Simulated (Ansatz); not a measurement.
Start from `C[O][GeH2][I]` and change one atom or group to get `C[O][GeH3]`.

Ansatz, PBE0-D4/def2-TZVP geometries, multiplicity 1. Each molecule was computed in one conformer, which needn't be the lowest.

Elements past krypton have def2 core potentials. Scalar relativity is left out up to krypton.

```
                                        property  `C[O][GeH2][I]`
               HOMO energy (PBE/def2-TZVPP) / eV            -6.50
           LUMO energy (ωB97M-V/def2-TZVPP) / eV             0.90
            HOMO–LUMO gap (PBE0/def2-TZVPP) / eV             6.73
              HOMO energy (PBE0/def2-TZVPP) / eV            -7.65
size of the dipole moment (B3LYP/def2-TZVPP) / D             2.22
             LUMO energy (B3LYP/def2-TZVPP) / eV            -1.20
```

Task: Give the same properties after the change, and the shifts. (Best estimate.)

Result: Ansatz gave: 
| property | `C[O][GeH3]` | shift |
| --- | --- | --- |
| HOMO energy (PBE/def2-TZVPP) / eV | -6.21 | 0.29 |
| LUMO energy (ωB97M-V/def2-TZVPP) / eV | 2.08 | 1.18 |
| HOMO–LUMO gap (PBE0/def2-TZVPP) / eV | 8.08 | 1.35 |
| HOMO energy (PBE0/def2-TZVPP) / eV | -7.77 | -0.12 |
| size of the dipole moment (B3LYP/def2-TZVPP) / D | 1.11 | -1.11 |
| LUMO energy (B3LYP/def2-TZVPP) / eV | 0.06 | 1.26 |

With PBE0 the HOMO falls by 0.12 eV and the LUMO rises by 1.24 eV, so the gap widens by about 1.36 eV. PBE moves the HOMO by 0.29 eV and ωB97M-V by -0.36 eV. Dipoles are sizes alone; their direction can turn.

B3LYP here is the variant with VWN-RPA as its local correlation; programs differ in this.

Spin–orbit coupling is left out; it splits and shifts lone-pair levels of the heavy atoms by tenths of an eV.
